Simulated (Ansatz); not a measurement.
Si₉⁺ (the lowest doublet isomer of a short search) was relaxed with PBE-D4 (def2-SVP) in Ansatz in these states: charge +1 doublet, charge +1 quartet. The geometries follow in no particular order.

A:

```xyz
9

Si   -0.3794   -0.6980   -1.9967
Si    1.3282    3.2029    0.0087
Si   -1.3763   -1.8942    0.0653
Si    0.8416   -0.7870    0.3554
Si    0.5612    1.4166    1.3940
Si   -1.5489    0.5751   -0.0170
Si    0.7548   -2.7375   -0.9689
Si   -0.8531   -0.3451    2.2473
Si    0.6719    1.2673   -1.0881
```

B:

```csv
atom,x (Å),y (Å),z (Å)
Si1,-0.2958,0.8679,1.8281
Si2,-0.0573,2.3090,-1.8901
Si3,1.4452,-1.0386,1.2851
Si4,-0.8130,-1.0775,0.1121
Si5,-0.4604,-0.1019,-2.1444
Si6,1.0313,0.8258,-0.3048
Si7,-0.6396,-1.5168,2.4931
Si8,1.3660,-1.5618,-1.1883
Si9,-1.5764,1.2938,-0.1908
```

Problem. Judge from the bond lengths which geometry belongs to which state (an estimate).

Solution. A is the charge +1 doublet (Si2–Si9 2.320 Å, Si5–Si9 2.489 Å, Si1–Si6 2.628 Å); B is the charge +1 quartet (Si2–Si9 2.495 Å, Si5–Si9 2.648 Å, Si1–Si6 2.512 Å).

At PBE0-D4/def2-TZVP a quartet lies 0.17 eV below the charge +1 doublet. These are the stationary points nearest to one start from a short search; other shapes may lie lower in each state.
